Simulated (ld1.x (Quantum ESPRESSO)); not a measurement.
# lead: variants of one TM potential

Base potential:

```json
{"Element": "Pb (Z = 82)", "Generator": "ld1.x (Quantum ESPRESSO) 7.5", "Type": "norm-conserving Troullier–Martins (Kleinman–Bylander form)", "Functional": "PBEsol", "Relativity": "scalar-relativistic", "Frozen core": "[Xe] 4f14 5d10", "Valence charge": "4", "Reference configuration": "6s2 6p1 (charge +1)", "Partial waves": "6p (bound): rc 2.75 bohr; 6s (bound): rc 1.45 bohr", "Local potential": "the s channel", "Core correction": "none"}
```

All-electron outer shells of the reference configuration (PBEsol, scalar-relativistic, ld1.x):

```json
{"shell": "6s", "level (eV)": "-19.31", "outermost node (bohr)": "1.01", "outermost maximum (bohr)": "1.95"}
{"shell": "6p", "level (eV)": "-9.88", "outermost node (bohr)": "1.18", "outermost maximum (bohr)": "2.50"}
```

Cutoffs, loose and tight: the cutoffs (Ry, on a coarse ladder) from which the occupation-weighted sum of valence levels, in a spherical-Bessel basis at the reference potential, stays within 10 and 1 mRy of its value at 400 Ry. They do not see the model core or the augmentation charge, which bear on the density cutoff. Test errors are all-electron minus pseudo excitation energies from the reference, over the configurations 6s2 6p2; 6s2 6p0; 6s1 6p0; 6s1 6p3; 6s0 6p4; 6s2 6p1.5; 6s2 6p2.3. A dash means not determined; rows that change the core or the reference have their own tests.

A true bound ghost makes a file unfit for plane-wave use even where its test errors are small: the radial tests pick states by their node count and pass the ghost by.

```csv
change,outcome,"cutoff, loose","cutoff, tight",bound ghosts,largest test error (meV)
base,generated,90 Ry,180 Ry,d,+191
local potential the p channel,generated,90 Ry,180 Ry,d,+194
wave 6s (bound): rc 1.45 bohr becomes 6s (bound): rc 1.12 bohr,failed: the pseudo-atom did not reach self-consistency,–,–,–,–
reference 6s2 6p2,generated,90 Ry,180 Ry,none,+123
"all radii scaled by about 1.07 (s 1.56, p 2.94 bohr)",generated,50 Ry,140 Ry,d,+162
"core [Xe] 4f14, valence charge 14; reference 5d10 6s2 6p2; waves now 6p (bound): rc 1.85 bohr; 5d (bound): rc 0.55 bohr; 6s (bound): rc 1.60 bohr; core correction Bessel-smoothed model core inside 0.35 bohr",failed: the pseudo-atom did not reach self-consistency,–,–,–,–
wave 6p (bound): rc 2.75 bohr becomes 6p (bound): rc 3.30 bohr,generated,90 Ry,180 Ry,d,+253
"all radii scaled by about 1.16 (s 1.68, p 3.18 bohr)",generated,30 Ry,80 Ry,d,+157
```

**Question.** What comes out with this change to the base: core correction a·sin(br)/r model core inside 1.40 bohr?

**Answer.** outcome: generated; cutoff, loose: 90 Ry; cutoff, tight: 180 Ry; bound ghosts: d; largest test error (meV): -414.

**Question.** What comes out with this change to the base: type RRKJ; local potential the p channel; rho0 0.005?

**Answer.** outcome: failed: compute_chi: n is too large. Cause: the Bessel-function wave could not be built (negative determinant in compute_phi), and the routine for χ then failed on it.
